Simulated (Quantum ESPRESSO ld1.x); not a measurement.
ld1.x (Quantum ESPRESSO 7.5) input

```
 &input
    zed=19.0,
    iswitch=1,
    rel=1,
    lsd=1,
    dft='PW',
    config='[Ar] 4s1',
    verbosity='high',
    prefix='ld1',
    max_out_wfc=37,
    file_charge='ld1.rho',
 /
```

Command: `OMP_NUM_THREADS=1 ld1.x < ld1.in > ld1.out`

Output:

```
     Program LD1 v.7.5 starts

     --------------------------- All-electron run ----------------------------

     scalar relativistic calculation

     atomic number is 19.00
     dft =PW   lsd =1 sic =0 latt =0  beta=0.20 tr2=1.0E-14
     Exchange-correlation= PW
                           (   1   4   0   0   0   0   0)
     mesh =1945 r(mesh) = 100.23937 a.u. xmin = -8.00 dx = 0.00800
     1 Ry =  13.60569312 eV, c = 137.03599908

     n l     nl                  e(Ry)          e(Ha)          e(eV)
     1 0     1S 1( 1.00)    -258.087204344    -129.043602172  -3511.4553013
     2 0     2S 1( 1.00)     -25.884703973     -12.942351987   -352.1793388
     2 1     2P 1( 3.00)     -20.575744657     -10.287872329   -279.9472676
     3 0     3S 1( 1.00)      -2.581796853      -1.290898426    -35.1271357
     3 1     3P 1( 3.00)      -1.381623192      -0.690811596    -18.7979412
     4 0     4S 1( 1.00)      -0.193054434      -0.096527217     -2.6266394
     1 0     1S 2( 1.00)    -258.085991112    -129.042995556  -3511.4387944
     2 0     2S 2( 1.00)     -25.883465349     -12.941732675   -352.1624865
     2 1     2P 2( 3.00)     -20.574603416     -10.287301708   -279.9317402
     3 0     3S 2( 1.00)      -2.578495203      -1.289247602    -35.0822145
     3 1     3P 2( 3.00)      -1.376347988      -0.688173994    -18.7261684
     4 0     4S 2( 0.00)      -0.146436363      -0.073218182     -1.9923682

     final scf error:  5.4E-15 reached in  28 iterations

     Etot =   -1201.128029 Ry,    -600.564014 Ha,  -16342.179358 eV
     Total magnetization:    1.00 Bohr mag.

     Ekin =    1207.518638 Ry,     603.759319 Ha,   16429.128034 eV
     Encl =   -2861.685865 Ry,   -1430.842933 Ha,  -38935.219697 eV
     Eh   =     516.619958 Ry,     258.309979 Ha,    7028.972608 eV
     Exc  =     -63.580760 Ry,     -31.790380 Ha,    -865.060303 eV

     normalization and overlap integrals

     s(1S/1S) =  1.000000  <r> =   0.0812  <r2> =    0.0089  r(max) =   0.0531
     s(1S/2S) = -0.001568
     s(1S/3S) = -0.000532
     s(1S/4S) = -0.000127
     s(2S/2S) =  1.000000  <r> =   0.3890  <r2> =    0.1795  r(max) =   0.3184
     s(2S/3S) = -0.000286
     s(2S/4S) = -0.000067
     s(2P/2P) =  1.000000  <r> =   0.3512  <r2> =    0.1530  r(max) =   0.2628
     s(2P/3P) = -0.000214
     s(3S/3S) =  1.000000  <r> =   1.2712  <r2> =    1.8758  r(max) =   1.0742
     s(3S/4S) = -0.000035
     s(3P/3P) =  1.000000  <r> =   1.4407  <r2> =    2.4780  r(max) =   1.1544
     s(4S/4S) =  1.000000  <r> =   4.8217  <r2> =   26.7739  r(max) =   4.0211
     s(1S/1S) =  1.000000  <r> =   0.0812  <r2> =    0.0089  r(max) =   0.0531
     s(1S/2S) = -0.001568
     s(1S/3S) = -0.000533
     s(1S/4S) = -0.000125
     s(2S/2S) =  1.000000  <r> =   0.3890  <r2> =    0.1795  r(max) =   0.3184
     s(2S/3S) = -0.000286
     s(2S/4S) = -0.000066
     s(2P/2P) =  1.000000  <r> =   0.3512  <r2> =    0.1530  r(max) =   0.2628
     s(2P/3P) = -0.000215
     s(3S/3S) =  1.000000  <r> =   1.2698  <r2> =    1.8707  r(max) =   1.0742
     s(3S/4S) = -0.000034
     s(3P/3P) =  1.000000  <r> =   1.4347  <r2> =    2.4520  r(max) =   1.1544
     s(4S/4S) =  1.000000  <r> =   5.0261  <r2> =   29.5176  r(max) =   4.0211

     ------------------------ End of All-electron run ------------------------
```

Run on one thread of a shared host, so times are rough (Intel(R) Xeon(R) Processor @ 2.60GHz): 0.68 s of CPU time, 0.72 s wall, 28 iterations on 1945 mesh points.
